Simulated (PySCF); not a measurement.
# Correlation energy of Fe⁹⁺ (iron, charge +9)

[Ne] 3s2 3p5, 2P determinant. All numbers are calculated (PySCF 2.14, the spin-free X2C one-electron Hamiltonian (Gaussian nucleus), in an uncontracted even-tempered set (19 s from 0.4 bohr⁻², ratio 2.5; 12 p from 0.52 bohr⁻², ratio 2.5; 5 d from 4.4 bohr⁻², ratio 2.7; 4 f from 6.5 bohr⁻², ratio 2.7)). Frozen: 1s2; 15 electrons correlated; the 19 highest virtual orbitals of each spin left out.

```
  level  correlation energy (mhartree)
   CCSD                        -557.72
    (T)                          -3.62
CCSD(T)                        -561.34
```

Diagnostics: T1 = 0.0024, D1 = 0.0093, largest double amplitude 0.037.

Cost of the coupled-cluster step: of the order of 90 core-seconds, for 15 correlated electrons.
